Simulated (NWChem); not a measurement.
# Basis-set convergence for H₃AlSe

```xyz
5

Al     0.3352     1.5567     0.0000
H     -0.8905     2.5597     0.0000
H      1.8582     1.9962     0.0000
Se    -0.1925    -0.6967     0.0000
H      1.2207    -1.1056     0.0000
```
Charge 0, spin multiplicity 1.

Everything below was run with NWChem. Structure: optimised with PBE0/def2-SVP, a minimum by its harmonic frequencies. It is one conformer; others weren't searched.

Quantity: first vertical ionisation energy at the level G0W0@PBE0.

The Hamiltonian is non-relativistic. GW and range-separated runs recompute their integrals, the others keep them in memory, which bears on the times. The structure started from a generated list of species.

Relative cost: rough, from shared machines, SCF included, def2-SVP = 1.

| basis | functions | first vertical ionisation energy (eV) | relative cost |
|---|---|---|---|
| def2-SVP | 65 | ? | 1 |
| def2-SVPD | 89 | ? | under 3 |
| def2-TZVP | 103 | ? | 5 |
| def2-TZVPP | 132 | 9.28 | 6 |

**Question.** Complete the blanks.

**Answer.** 
- def2-SVP, first vertical ionisation energy (eV): 8.88
- def2-SVPD, first vertical ionisation energy (eV): 8.90
- def2-TZVP, first vertical ionisation energy (eV): 9.26
